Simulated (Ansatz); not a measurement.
Consider the ligand exchange at a B–F bond: `FB(S)Cl` + HBr → `SB(Cl)Br` + H–F.

Isolated molecules relaxed with PBE0-D4/def2-TZVP in Ansatz; ΔE leaves out vibrations. CBS: MP2 limit from def2 TZ/QZ plus the TZ coupled-cluster correction, frozen cores. This one scheme is used for every species. DFT in def2-TZVPP. For Br outer-core shells are correlated without core-valence functions, which leaves a few kJ/mol of doubt a bond. Scalar relativity is left out up to krypton. One conformer a species, not always the lowest.

`FB(S)Cl`:

Cartesian coordinates in Å:
```
F 0.195 -1.396 0.392
B -0.217 -0.144 0.390
S 0.270 1.013 -0.891
Cl -1.269 0.399 1.678
H 1.022 0.128 -1.569
```

HBr:

Cartesian coordinates in Å:
```
Br 0.568 0.408 -0.123
H -0.568 -0.408 0.123
```

`SB(Cl)Br`:

Cartesian coordinates in Å:
```
S 0.273 0.778 -1.176
B -0.399 -0.104 0.222
Cl -2.126 -0.055 0.457
Br 0.694 -1.083 1.448
H 1.559 0.465 -0.951
```

H–F:

Cartesian coordinates in Å:
```
F 0.440 -0.035 0.130
H -0.440 0.035 -0.130
```

CCSD(T)/CBS gives +0.55 eV.

(1) Another level gave +0.69 eV. Which?
A. PBE-QIDH/def2-TZVPP
B. revPBE-D4/def2-TZVPP
C. BHLYP/def2-TZVPP
D. B2PLYP/def2-TZVPP

(2) What do rigid-rotor, harmonic-oscillator terms from PBE0-D4/def2-TZVP frequencies (298.15 K, 1 bar) make of the CCSD(T)/CBS value? (Estimate.)

Largest T1 diagnostic among the species: 0.012.

Answers

(1) D. B2PLYP 0.69, PBE-QIDH 0.58, BHLYP 0.81, revPBE-D4 0.54 eV.

(2) Ansatz gave: ΔZPE = +0.04 eV, ΔH = +0.60 eV, ΔS = -3 J/(mol·K), ΔG = +0.61 eV.

Leaving LDA and LC-ωPBE aside and taking each functional with its dispersion term where it has one, the values, not all of them listed here, spread over 0.24 eV, from revPBE-D4 to CAM-B3LYP-D4. The D4 term adds −0.09 eV with B3LYP and −0.05 eV with PBE0; it sums over pairs of atoms, weighted by their polarisabilities, and B3LYP, whose exchange is more repulsive, gets the larger term.

B3LYP here is the variant with VWN-RPA as its local correlation; programs differ in this.
